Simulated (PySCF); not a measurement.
C4H14B3N3.
Atom-mapped SMILES: `[CH3:1][C:2]([CH3:3])([CH3:4])[N:5]1[BH:6][NH:7][BH:8][NH:9][BH:10]1` (hydrogens: H11, H12, H13 on C1; H14, H15, H16 on C3; H17, H18, H19 on C4; H20 on B6; H21 on N7; H22 on B8; H23 on N9; H24 on B10)

Structure used (PBE0-D3(BJ)/def2-SVP), in Å, numbered top down from 1:
```xyz
24
C4H14B3N3 angstrom
C     -1.6123    1.0893    0.8517
C     -0.8868   -0.1377    0.3020
C     -1.5668   -0.5436   -1.0102
C     -1.0093   -1.2643    1.3333
N      0.5540    0.1292    0.0414
B      1.3589   -0.9404   -0.4853
N      2.7421   -0.7275   -0.7513
B      3.3909    0.5189   -0.5204
N      2.5724    1.5572   -0.0001
B      1.1808    1.3956    0.2850
H     -1.1947    1.4172    1.8144
H     -2.6697    0.8314    1.0107
H     -1.5718    1.9377    0.1537
H     -1.4793    0.2650   -1.7518
H     -2.6355   -0.7476   -0.8456
H     -1.1099   -1.4480   -1.4356
H     -0.5191   -0.9750    2.2754
H     -2.0675   -1.4783    1.5474
H     -0.5411   -2.1913    0.9746
H      0.8895   -2.0302   -0.7116
H      3.2778   -1.5018   -1.1197
H      4.5667    0.6808   -0.7520
H      2.9837    2.4625    0.1822
H      0.5809    2.3421    0.7260
```

Computed, not measured: TDDFT B3LYP/def2-SVPD, vertical, gas phase, core orbitals frozen in the response in PySCF.

Transition dipole moments from the ground state, in atomic units and in the frame of the coordinates above (overall signs are arbitrary), for the states with f of 0.002 or more among the lowest 10:

| state | E (eV) | μx | μy | μz |
| --- | --- | --- | --- | --- |
| S1 | 6.384 | 0.016 | -0.264 | -0.086 |
| S3 | 6.788 | 0.865 | 0.069 | -0.189 |
| S5 | 7.278 | 0.065 | -0.148 | 0.324 |
| S6 | 7.290 | 0.365 | 1.064 | 0.252 |
| S7 | 7.297 | 0.055 | -0.027 | 0.190 |
| S8 | 7.317 | -0.065 | 0.072 | -0.246 |
| S10 | 7.463 | 1.254 | -0.015 | -0.307 |

Problem. Work out the oscillator strengths.

Solution. f = (2/3) ΔE |μ|² with ΔE in hartree (27.2114 eV).

```json
{"state": "S1", "|μ|² (au)": "0.077", "|μ| (D)": "0.71", "f": "0.012"}
{"state": "S3", "|μ|² (au)": "0.789", "|μ| (D)": "2.26", "f": "0.131"}
{"state": "S5", "|μ|² (au)": "0.131", "|μ| (D)": "0.92", "f": "0.023"}
{"state": "S6", "|μ|² (au)": "1.328", "|μ| (D)": "2.93", "f": "0.237"}
{"state": "S7", "|μ|² (au)": "0.040", "|μ| (D)": "0.51", "f": "0.007"}
{"state": "S8", "|μ|² (au)": "0.070", "|μ| (D)": "0.67", "f": "0.013"}
{"state": "S10", "|μ|² (au)": "1.667", "|μ| (D)": "3.28", "f": "0.305"}
```

Problem. The point group is Cs. Which irreducible representation does each state belong to?

Solution. The ground state is totally symmetric, so the direction of μ fixes the label. Polarised normal to the mirror plane, so A″: S5, S7 and S8. Polarised in the mirror plane, so A′: S1, S3, S6 and S10.

Problem. What angle do the transition dipoles of S1 and S5 make?

Solution. |cos θ| = |μa·μb| / (|μa| |μb|) = 0.12, so θ ≈ 83° (taken between 0 and 90°, since the signs are arbitrary).

Problem. How is the summed strength of these states shared among x, y and z?

Solution. (2/3) Σ ΔE μα² gives 0.438 for x, 0.219 for y and 0.072 for z, 0.728 in all.

Problem. What peak molar absorption coefficient would the strongest computed level give as a lone Gaussian band 0.3 eV wide at half height?

Solution. ε(max) = 2.175×10⁸ f / FWHM, with the width in cm⁻¹. S10: 2.175×10⁸ × 0.3048 / 2420 ≈ 27000 L mol⁻¹ cm⁻¹.

All these states lie below the vertical ionisation energy of 9.18 eV (ΔSCF).

Without π bonds the low states may be Rydberg-like; a valence basis with one diffuse set may place them up to an eV too high.
